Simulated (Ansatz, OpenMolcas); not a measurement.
Strength of the C–H bond: C2H3Cl2Si → C2H2Cl2Si + H

Species: C2H3Cl2Si `[H]/[C]=C/[SiH](Cl)Cl`, doublet; C2H2Cl2Si `C#C[SiH](Cl)Cl`, singlet; H atom, doublet. 

Shapes, held fixed at every level: PBE0-D4/def2-TZVP. Flexible molecules stand in one conformer, not always the lowest. Programs: Ansatz 0.2.0, OpenMolcas 26.06. A level may come from different programs for different species; with the same settings they agree closely. The zero-point and thermal change to 298 K, harmonic and unscaled (PBE0-D4/def2-TZVP), is -18.9 kJ/mol.

Task: Estimate ΔH(298 K) of this reaction.

Result: B2PLYP/def2-TZVPP gives ΔH(298 K) = +130.4 kJ/mol; the levels span +83.3 to +173.8. A fragment pairs its electrons up again, so this isn't a typical strength of such a bond. The median of the levels is +148.9. No measured value is set beside it here. Spin contamination: C2H3Cl2Si (⟨S²⟩ up to 0.93). Open shells run unrestricted.

```csv
level,kind,ΔH(298 K) (kJ/mol)
MP2/def2-SVP,perturbation theory,+83.3
SVWN5/def2-SVP,LDA,+173.8
BLYP/def2-SVP,GGA,+140.4
r2SCAN-D4/def2-TZVPP,meta-GGA,+160.8
PBE0/def2-SVP,global hybrid,+159.6
B3LYP-D4/def2-TZVPP,global hybrid,+148.9
B2PLYP/def2-TZVPP,double hybrid,+130.4
```
